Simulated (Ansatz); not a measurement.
Stepwise reaction of `CC[SiH3]` with water, as a gas-phase model of exchange steps in deposition or etching. ΔE in kJ/mol; ΔG adds harmonic PBE0-D4 terms to CCSD(T)/CBS, at 1 bar.

Isolated molecules relaxed with PBE0-D4/def2-TZVP in Ansatz; ΔE leaves out vibrations. CBS: MP2 limit from def2 TZ/QZ plus the TZ coupled-cluster correction, frozen cores. This one scheme is used for every species. DFT in def2-TZVPP. B3LYP here is the variant with VWN-RPA as its local correlation; programs differ in this. One conformer a species, not always the lowest.

```csv
step,reaction,PBE-D4,B3LYP-D4,ωB97M-V,CCSD(T)/CBS,ΔG(600 K)
2,`CC[SiH2]O` + H₂O → `CC[SiH](O)O` + H₂,-92.5,-98.4,-99.7,-96.1,-87.2
```

Task: Give the row of step 1, `CC[SiH3]` + H₂O → `CC[SiH2]O` + H₂. (An estimate is asked.)

Result: The calculation gave: 
```
step                             reaction  PBE-D4  B3LYP-D4  ωB97M-V  CCSD(T)/CBS  ΔG(600 K)
   1  `CC[SiH3]` + H₂O → `CC[SiH2]O` + H₂   -64.3     -71.0    -71.6        -68.9      -66.0
```

Task: By hand: ΔE of the 2 steps together at CCSD(T)/CBS.

Result: (-68.9) + (-96.1) = -165.0 kJ/mol, or -82.5 kJ/mol a step.

In ΔE each step is lower than the one before. All are downhill at CCSD(T)/CBS. ΔG lies between -87.2 and -66.0 kJ/mol a step. PBE-D4 differs from CCSD(T)/CBS by 3.6 to 4.6 kJ/mol a step. Isolated molecules leave out the surface, adducts and barriers. Largest T1 diagnostic: 0.011.
